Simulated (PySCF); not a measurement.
# Ionisation energy of Ag⁺ by level of theory

Ag⁺ [Kr] 4d10 (1S) → Ag²⁺ [Kr] 4d9 (2D), as a difference of total energies. Computed with PySCF 2.14 in x2c-TZVPPall with one added diffuse shell each of s, p, d, f type (9s7p7d3f1g, 95 functions), with the spin-free X2C one-electron Hamiltonian (Gaussian nucleus). Correlated levels: valence and next inner shell: [Ar] 3d10 frozen. The calculations carry no spin-orbit coupling.

```tsv
method	ionisation energy (eV)
UHF	19.710
MP2 (valence and next inner shell)	21.859
SCS-MP2 (valence and next inner shell)	21.564
CCSD (valence and next inner shell)	21.315
CCSD(T) (valence and next inner shell)	21.429
```

Problem. How much does correlation contribute at CCSD(T) (valence and next inner shell)?

Solution. 21.429 − (19.710) = 1.719 eV, measured against UHF.

A first-order spin-orbit estimate (lowest level to lowest level, LS coupling) adds -0.239 eV.

Errors of the correlated levels include the incompleteness of this basis and the frozen core.

For comparison: 21.484 eV (measured; NIST Atomic Spectra Database, ionization energies).
